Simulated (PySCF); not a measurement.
C₂₄H₁₂, SMILES c1cc2c3c(c4c(c5ccccc45)c4c5ccccc5c34)c2cc1.

The structure is a stationary point at B3LYP-D3(BJ)/def2-SVP.

These are ωB97X/def2-SVP in PySCF values and carry that method's errors.

Symmetry labels are those of the subgroup Cs that the program uses (full group C3h).

Computed valence orbital energies around the gap with their symmetry:
```json
[
 {"orbital": "HOMO−7", "symmetry": "A\"", "energy (eV)": "-11.21"},
 {"orbital": "HOMO−6", "symmetry": "A\"", "energy (eV)": "-11.21"},
 {"orbital": "HOMO−5", "symmetry": "A\"", "energy (eV)": "-9.95"},
 {"orbital": "HOMO−4", "symmetry": "A\"", "energy (eV)": "-9.95"},
 {"orbital": "HOMO−3", "symmetry": "A\"", "energy (eV)": "-9.85"},
 {"orbital": "HOMO−2", "symmetry": "A\"", "energy (eV)": "-8.49"},
 {"orbital": "HOMO−1", "symmetry": "A\"", "energy (eV)": "-7.91"},
 {"orbital": "HOMO", "symmetry": "A\"", "energy (eV)": "-7.91"},
 {"orbital": "LUMO", "symmetry": "A\"", "energy (eV)": "0.02"},
 {"orbital": "LUMO+1", "symmetry": "A\"", "energy (eV)": "0.02"},
 {"orbital": "LUMO+2", "symmetry": "A\"", "energy (eV)": "0.93"},
 {"orbital": "LUMO+3", "symmetry": "A\"", "energy (eV)": "1.98"}
]
```
